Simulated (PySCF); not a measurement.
**Dipole response of Sb(2+) (antimony, charge +2)**

[Kr] 4d10 5s2 5p1, 2P determinant. Computed with PySCF 2.14 in x2c-QZVPPall with one added diffuse shell each of s, p, d, f type (14s10p8d5f1g, 128 functions), with scalar relativity by spin-free X2C-1e. Coupled (time-dependent) response in atomic units; α is the mean over directions.

| method | mean α (bohr³) | α xx, yy, zz | C₆ (like pair) | S(−4) |
| --- | --- | --- | --- | --- |
| BHandHLYP | 15.84 | 15.70, 16.11, 15.70 | 99.87 | 75.45 |

S(−4) is the Cauchy moment in α(ω) = α(0) + S(−4) ω² + …

Spin-orbit coupling is absent.

α(iu) at BHandHLYP:

```json
{"u (hartree)": "0", "α(iu) (bohr³)": "15.84"}
{"u (hartree)": "0.0500", "α(iu) (bohr³)": "15.65"}
{"u (hartree)": "0.100", "α(iu) (bohr³)": "15.12"}
{"u (hartree)": "0.200", "α(iu) (bohr³)": "13.36"}
{"u (hartree)": "0.300", "α(iu) (bohr³)": "11.29"}
{"u (hartree)": "0.500", "α(iu) (bohr³)": "7.836"}
{"u (hartree)": "0.750", "α(iu) (bohr³)": "5.277"}
{"u (hartree)": "1.00", "α(iu) (bohr³)": "3.876"}
{"u (hartree)": "1.50", "α(iu) (bohr³)": "2.480"}
{"u (hartree)": "2.00", "α(iu) (bohr³)": "1.791"}
{"u (hartree)": "3.00", "α(iu) (bohr³)": "1.092"}
{"u (hartree)": "5.00", "α(iu) (bohr³)": "0.5351"}
```

A single London oscillator, α(iu) = α/(1 + u²/ω²), gives C₆ = (3/4) ω α². Matching the computed C₆ needs ω = 4 × 99.87 / (3 × 15.84²) = 0.531 hartree.

For an ion, C₆ is the dispersion term alone; charge-induced terms of lower order in 1/R come first.

The components differ because the open shell of this determinant is not spherical; for a pure term their mean is the scalar polarisability.
